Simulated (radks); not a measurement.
The numbers below are computed, except where a source is named.
These are the eigenvalues of the occupied orbitals of an atom or ion with whole-number occupations (eV). Level of theory: scalar-relativistic Kohn-Sham, PBEsol, spin-polarised, spherical densities, finite nucleus; Fermi nuclear charge, rms radius of each element as measured or else 0.836 A^(1/3) + 0.57 fm (a radial shooting solver on a logarithmic mesh with Libxc functionals).

orbital  eigenvalue
1s up     -22090.26
1s down   -22089.95
2s up     -3319.637
2s down   -3319.420
2p up     -2991.257
2p down   -2991.036
3s up     -717.8648
3s down   -717.5257
3p up     -609.9249
3p down   -609.5675
3d up     -436.5515
3d down   -436.1845
4s up     -225.1324
4p up     -192.0265
4p down   -190.4256

Which element is it, and in what charge state? The configuration may be excited. Open shells, if any, are filled with parallel spins first.

Answer. Z = 44, ruthenium, charge +9: Ru9+ in [Ar] 3d10 4s1 4p6. The list shows which subshells hold electrons but not how many an open one holds; the 1s level, -811.8 hartree, gives Z - s = 40.3 by -(Z - s)^2/2, which with screening and relativity narrows Z to a few neighbours, and the depths of the outer levels then fix element, charge and occupations together.
